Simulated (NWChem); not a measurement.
Molecule: CH$_{7}$BOSi; SMILES CB(O)[SiH3]

```xyz
11

B      0.0886    -0.5437    -0.0019
C     -1.1879    -1.4769     0.0000
H     -1.8363    -1.2518     0.8582
H     -0.9596    -2.5529     0.0276
H     -1.8032    -1.2901    -0.8913
O      1.3527    -1.0508    -0.0004
H      1.3590    -2.0234     0.0063
Si    -0.0420     1.4975    -0.0006
H      1.2776     2.1763    -0.1356
H     -0.6703     1.9818     1.2664
H     -0.9171     1.9816    -1.1109
```
Atoms are numbered in this order, from 1.

All runs use the structure optimised with B3LYP/6-31G* (spherical d).

Problem. List the 6 lowest vertical singlet excitations from Hartree-Fock/def2-SVP, CIS (NWChem).

Solution. 
```
state  energy (eV)  oscillator strength  leading excitation (squared amplitude)
-----  -----------  -------------------  --------------------------------------
S1            6.40                0.026                      HOMO → LUMO (0.92)
S2            9.02                0.055                    HOMO → LUMO+2 (0.78)
S3            9.55                0.039                    HOMO−3 → LUMO (0.71)
S4            9.82                0.198                    HOMO → LUMO+1 (0.68)
S5            9.84                0.038                    HOMO−1 → LUMO (0.69)
S6           10.28                0.099                    HOMO−2 → LUMO (0.73)
```
